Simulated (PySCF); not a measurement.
C2H4GeN2, SMILES N#C/N=[CH]\[GeH3]. Atoms are numbered in the order given.

```xyz
9

N      2.6923    -0.8928    -0.7956
C      2.0646    -0.0273    -0.3307
N      1.4746     1.0387     0.2148
C      0.2144     1.1141     0.4418
Ge    -1.1905    -0.2483     0.0778
H     -0.1160     2.0624     0.8980
H     -1.8182    -0.6219     1.4329
H     -2.2507     0.4270    -0.8107
H     -0.5599    -1.4637    -0.6105
```

The structure is a stationary point at B3LYP-D3(BJ)/def2-SVP. The structure was generated by enumeration; whether it is a known compound was not checked.

Method: KT2/pcSseg-1 (PySCF).

GIAO shieldings, no solvent; atoms alike by connectivity are averaged. δ = σ(ref) − σ: ¹⁵N against NH3 (σ = 266.2 ppm); ¹³C against TMS (σ = 185.1 ppm); ⁷³Ge against GeH4 (σ = 1669.3 ppm); ¹H against TMS (σ = 31.47 ppm), references at their B3LYP-D3(BJ)/def2-TZVP geometries, non-relativistic.

| nucleus | atoms | count | δ (ppm) |
|---|---|---|---|
| ¹⁵N | N3 | 1 | 386.7 |
| ¹⁵N | N1 | 1 | 320.0 |
| ¹³C | C4 | 1 | 198.2 |
| ¹³C | C2 | 1 | 115.2 |
| ⁷³Ge | Ge5 | 1 | 68.5 |
| ¹H | H6 | 1 | 9.52 |
| ¹H | H7, H8, H9 | 3 | 4.76 |
